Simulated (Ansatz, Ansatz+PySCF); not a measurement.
```csv
atom,x (Å),y (Å),z (Å)
C,-0.1671,0.6264,0.3385
C,0.1571,-0.6353,-0.3391
H,-0.7667,0.6418,1.2421
H,0.2088,1.5761,-0.0260
H,1.0337,-1.2119,-0.0640
H,-0.4916,-1.0456,-1.1055
```

Basis set: def2-SVP (spherical functions). Correlated methods keep 2 orbitals frozen. Charge 0, multiplicity 3.

Computed with Ansatz (development build ahead of 0.2.0); each method stands on the lowest determinant of its kind that the runs found.

(1) Give the atomization energy at this shape (free ground-state atoms in the same class of orbitals less the molecule, no zero-point energy) of triplet C₂H₄ by UHF-MP2, UHF.

## Answers

(1)

```
 method  atomization energy
UHF-MP2            20.58 eV
    UHF            16.95 eV
```

Caution: another spin multiplicity may lie lower.
